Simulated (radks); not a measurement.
Spherical quantum dot in the effective-mass picture: electrons in a hard-walled sphere of radius 2.09, with a point charge +1 (a donor) at the centre, all in effective atomic units (hartree* = m*/eps^2 hartree, bohr* = eps/m* bohr), one dielectric constant everywhere. Method: non-relativistic Kohn-Sham, r2SCAN, spin-polarised, spherical densities, generalised Kohn-Sham scheme; computed with a radial shooting solver with Libxc functionals. Levels are named by radial order and angular momentum (1s, 1p, 1d, 2s, ...), and open shells are averaged over m. Results are scaled to m* = 0.533 and eps = 12.5, for which hartree* = 92.82 meV and bohr* = 1.241 nm. Each electron was tried in the lowest free levels, single moves between levels near the top were tried too, and the lowest total energy was kept; such a search can miss a lower state. The series stops at N = 11: beyond it a trial failed or the search could not be trusted, so later rows were left out. At N = 1 the Hartree and exchange-correlation terms need not cancel, so that row can carry a self-interaction error.

N,open shells,2S,E (meV),mu = E(N) - E(N-1) (meV),addition energy mu(N+1) - mu(N) (meV),e(HOMO) (meV),rms radius (nm)
1,"1s(up 1, down 0)",1,-16.3866,-16.387,87.07,14.674,1.206
2,none,0,54.2957,70.682,192.2,100.28,1.268
3,"1p(up 1, down 0)",1,317.194,262.90,54.00,289.13,1.401
4,"1p(up 2, down 0)",2,634.095,316.90,57.29,345.22,1.470
5,"1p(up 3, down 0)",3,1008.28,374.19,83.24,403.36,1.513
6,"1p(up 3, down 1)",2,1465.71,457.43,52.94,483.33,1.547
7,"1p(up 3, down 2)",1,1976.08,510.37,55.67,537.90,1.573
8,none,0,2542.12,566.04,186.9,594.38,1.595
9,"1d(up 1, down 0)",1,3295.00,752.89,53.31,779.37,1.624
10,"1d(up 2, down 0)",2,4101.21,806.20,54.11,833.14,1.648
11,"1d(up 3, down 0)",3,4961.52,860.31,-,887.53,1.669

All shells are closed at N = 2, 8 (there: 1s2 1p6); the second difference of the energy has clear peaks (12 % above both neighbours; the first and last values, which can be the largest, are not judged, and half-filled shells can peak too) at N = 2, 5, 8.
